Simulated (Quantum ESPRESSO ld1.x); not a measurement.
Values are calculated unless marked as measured or tabulated.
Task: The table gives one normalised radial function P(r) = r R(r) (large component) of Pb in [Hg] 6p2 (r in bohr). Code: ld1.x of Quantum ESPRESSO 7.5. Model: Dirac Kohn-Sham, PBE, spin-unpolarised, spherical densities, point nucleus; open shells fill j = l - 1/2 first.

r	P
0.001573	0.0000
0.002166	0.0000
0.00296	0.0000
0.004043	0.0000
0.005568	0.0000
0.007607	0.0001
0.01048	0.0002
0.01431	0.0006
0.01955	0.0018
0.02692	0.0056
0.03678	0.0161
0.05065	0.0447
0.0692	0.1118
0.09454	0.2540
0.1302	0.5197
0.1779	0.8978
0.2449	1.3052
0.3346	1.5214
0.4572	1.4013
0.6296	0.9863
0.8601	0.5232
1.184	0.1913
1.618	0.0471
2.211	0.0070
3.044	0.0005
4.159	0.0000
5.728	0.0000
7.825	0.0000
10.69	0.0000

Which n and l does it have? It may be an empty orbital.

Result: n = 4, l = 3: the number of nodes gives n - l - 1 = 0, the rise at small r points to l (this Dirac orbital starts as r^gamma with gamma = sqrt((l + 1)^2 - (Z/c)^2) = 3.95; the j = 7/2 orbital of l + 1 starts with the same power, but with a smaller coefficient, and then steepens), and the extent must fit the shell. The curve is that of 4f7/2; the two j differ most near the nucleus, where j = l - 1/2 has the larger amplitude, and in heavy atoms j = l - 1/2 is also the more compact. 4f7/2: eigenvalue -129.13 eV, 0 radial nodes, <r> = 0.457 bohr, 90 % of the charge inside 0.726 bohr.
